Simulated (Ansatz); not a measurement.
Several settings on one geometry of the cluster CoO2⁻ (that of the charge -1 singlet, r2SCAN-D4/def2-TZVPD). Ansatz on 4 threads of Arm Neoverse N1 on a shared host; times are rough.

Cartesian coordinates in Å:
```
Co 0.000 0.000 0.000
O 0.465 1.127 -1.038
O -0.465 -1.127 1.038
```

Totals from different functionals, basis sets or treatments of relativity can't be compared as stabilities.

DK, ANO-RCC and x2c sets are all-electron and run with scalar relativity unless a key says otherwise.

At r2SCAN-D4/def2-TZVPD a quintet lies 0.36 eV below the restricted singlet of charge -1, at its own geometry.

The spins typed aren't always the lowest for that charge.

**Question.** Give the basis size and estimate the energy, ⟨S²⟩ and time of these runs.

```csv
run,method,charge,state,further keys
1,RKS PBE-D4/aug-cc-pVDZ,-1,singlet,forces asked
2,UKS ωB97X-V/ANO-RCC-VTZP,-1,triplet,nuclear_model: gaussian; scf: {omitted_lower_state_checks: [starts]}; forces asked
3,RKS r2SCAN50/def2-mTZVPP,-1,singlet,–
4,UKS B97/def2-SVP,0,doublet,scf: {omitted_lower_state_checks: [starts]}; forces asked
```

**Answer.** 
```csv
run,functions,energy (Eh),⟨S²⟩,wall time
1,105,-1532.9525,–,9.5 s
2,119,-1543.7160,2.09,1.9 min
3,81,-1532.9441,–,6 s
4,59,-1532.6320,1.06,78 s
```

The highest occupied level of an anion often lies above zero with these methods, and sets without diffuse functions describe the outer electron poorly. The restricted singlet is unstable towards broken spin symmetry at other levels; at RKS PBE-D4/aug-cc-pVDZ, RKS r2SCAN50/def2-mTZVPP this wasn't settled. At UKS B97/def2-SVP the charge 0 doublet is spin-contaminated (final ⟨S²⟩ up to 1.06, 0.75 for a pure state).
